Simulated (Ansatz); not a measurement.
`C[O][In]([SH])[O][SiH3]` + `C[Si](O)(O)F` → `CO[Si](C)(O)F` + `[OH][In]([SH])[O][SiH3]`  (substitution at a C–O bond)

Gas-phase electronic energies from Ansatz, PBE0-D4/def2-TZVP geometries. CCSD(T)/CBS adds triple-zeta CCSD(T) − MP2 to the extrapolated MP2 energy (def2 sets, frozen cores). This one scheme is used for every species. Functionals use def2-TZVPP. B3LYP here is the variant with VWN-RPA as its local correlation; programs differ in this. def2 core potentials past Kr. For In outer-core shells are correlated without core-valence functions, which leaves a few kJ/mol of doubt a bond. Each species was taken in one conformer, which may not be the lowest.

`C[O][In]([SH])[O][SiH3]`:

Cartesian coordinates in Å:
```
C -1.551 -0.874 1.246
O -1.459 0.527 1.360
In -0.131 1.553 0.333
S 0.150 3.882 0.400
O 1.064 0.509 -0.849
Si 1.321 -1.030 -1.308
H -2.336 -1.216 1.928
H -0.622 -1.386 1.526
H -1.824 -1.200 0.234
H 1.158 3.821 -0.488
H 0.103 -1.629 -1.927
H 2.423 -1.067 -2.306
H 1.703 -1.892 -0.151
```

`C[Si](O)(O)F`:

Cartesian coordinates in Å:
```
C -0.277 1.129 0.768
Si 0.260 -0.302 -0.253
O 0.703 -1.506 0.745
O -0.877 -0.884 -1.275
F 1.495 0.161 -1.161
H 0.519 1.431 1.453
H -1.156 0.868 1.359
H -0.527 1.986 0.139
H 0.794 -2.385 0.373
H -0.935 -0.498 -2.149
```

`CO[Si](C)(O)F`:

Z-matrix (Å, degrees):
```
C
O 1 1.410
H 1 1.091 2 108.2
H 1 1.094 2 111.5 3 119.5
H 1 1.095 2 111.3 3 -118.9
Si 2 1.629 1 125.3 3 -172.4
O 6 1.625 2 107.8 1 167.6
C 6 1.840 2 114.8 1 -70.8
F 6 1.601 2 106.8 1 49.0
H 7 0.958 6 117.8 2 -40.2
H 8 1.092 6 110.5 2 -179.6
H 8 1.092 6 111.0 2 60.7
H 8 1.092 6 110.6 2 -59.7
```

`[OH][In]([SH])[O][SiH3]`:

Cartesian coordinates in Å:
```
O -1.242 -2.212 1.990
In -1.076 -0.840 0.595
S -2.800 0.012 -0.756
O 0.781 -0.177 0.392
Si 1.498 0.923 -0.570
H -0.390 -2.388 2.401
H -1.944 0.833 -1.391
H 2.555 0.286 -1.401
H 2.112 2.010 0.239
H 0.506 1.552 -1.499
```

| level | ΔE (kJ/mol) | difference from CCSD(T)/CBS |
| --- | --- | --- |
| PBE-D4 | -7.2 | 0.0 |
| PBE0-D4 | -7.6 | -0.4 |
| B3LYP-D4 | -7.7 | -0.5 |
| ωB97M-V | -8.6 | -1.4 |
| B2PLYP | -7.6 | -0.4 |
| PBE | -7.2 | 0.0 |
| r2SCAN | -7.3 | -0.1 |
| PBE0 | -7.7 | -0.5 |
| B3LYP | -7.8 | -0.6 |
| MP2/def2-TZVPP | -7.2 | 0.0 |
| CCSD/def2-TZVPP | -6.7 | 0.5 |
| HF/def2-QZVPP | -7.4 | -0.2 |
| MP2/def2-QZVPP | -7.6 | -0.4 |
| HF/CBS(def2) | -7.4 | -0.2 |
| MP2/CBS(def2) | -7.9 | -0.7 |
| CCSD/CBS(def2) | -7.5 | -0.3 |
| CCSD(T)/CBS | -7.2 | 0 |

Largest T1 diagnostic among the species: 0.016.

CCSD(T)/CBS has its own doubt, a few kJ/mol and more with outer-core shells, so smaller differences from it don't rank the levels.
